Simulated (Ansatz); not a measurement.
Worked example: C2H3BrF2 → C2H2F2 + HBr

Species: C2H3BrF2 `FCC(F)Br`, singlet; C2H2F2 (1,2-difluoroethene) `F/C=C/F`, singlet; HBr (hydrogen bromide), singlet. 

Shapes, held fixed at every level: PBE0-D4/def2-TZVP. Flexible molecules stand in one conformer, not always the lowest. Programs: Ansatz 0.2.0. Electronic energies: no zero-point or thermal term.

At CCSD(T)/def2-TZVPP; 1 Eh = 2625.50 kJ/mol:

| species | energy (Eh) |
| --- | --- |
| C2H3BrF2 | -2850.047770 |
| C2H2F2 | -276.702119 |
| HBr | -2573.308574 |

Problem. Work out ΔE of the reaction at this level.

Solution. 
1. Products less reactants: (-276.702119) + (-2573.308574) − [(-2850.047770)] = 0.037077 Eh = +97.3 kJ/mol.

Other levels give +91.0 (B3LYP-D4/def2-TZVPP) to +109.1 kJ/mol (MP2/def2-TZVPP). No measured value is set beside it here. Relativity is left out for Br unless named. Correlated rows may include outer-core shells of Br, which these sets cover unevenly.
